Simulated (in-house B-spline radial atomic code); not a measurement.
Ionising Mn6+ with different functionals

Computed with an all-electron radial atomic-structure program (B-spline basis): non-relativistic Hamiltonian, point nucleus, spin-polarised at highest spin, spherical fractional occupations for the functionals, the average over the highest-spin determinants for Hartree-Fock. The ionisation energy is the difference of two self-consistent energies, [Ar] 3d1 → [Ne] 3s2 3p6, without Breit or QED terms; ε is the level of the shell that loses the electron (its least bound occupied spin orbital).

Hybrids are left out here: with spherical fractional occupations of an open shell their exact exchange keeps a self-interaction that integer-occupation calculations don't have.

```csv
method,rung,ΔSCF (eV),-ε(3d) (eV)
Hartree-Fock,Hartree-Fock,118.54,119.77
LDA VWN5,LDA,120.20,107.79
LDA PW92,LDA,120.19,107.78
LDA exchange-only,LDA,118.24,105.91
PBE,GGA,119.87,107.50
PBEsol,GGA,119.84,107.47
BLYP,GGA,?,?
RPBE,GGA,119.78,107.42
PW91,GGA,120.05,107.65
BP86,GGA,?,?
AM05,GGA,119.88,107.50
OLYP,GGA,120.29,107.96
TPSS,meta-GGA,119.60,107.28
SCAN,meta-GGA,119.13,107.01
r2SCAN,meta-GGA,119.20,107.08
M06-L,meta-GGA,119.07,106.91
revTPSS,meta-GGA,119.37,107.09
```

Question: What does BP86 give?

Answer: ΔSCF 119.94 eV, and -ε(3d) = 107.55 eV.

Question: What does BLYP give?

Answer: ΔSCF 119.85 eV, and -ε(3d) = 107.46 eV.

Question: How do they compare with the NIST value?

Answer: NIST lists 119.20 eV ± 0.012 (measured, ground level to ground level). Errors run from -0.96 to +1.09 eV; r2SCAN is closest (-0.01 eV), but part of that can be cancellation, since the calculations leave out relativity, Breit-QED terms, multiplet and fine-structure energies. Hartree-Fock also lacks correlation.
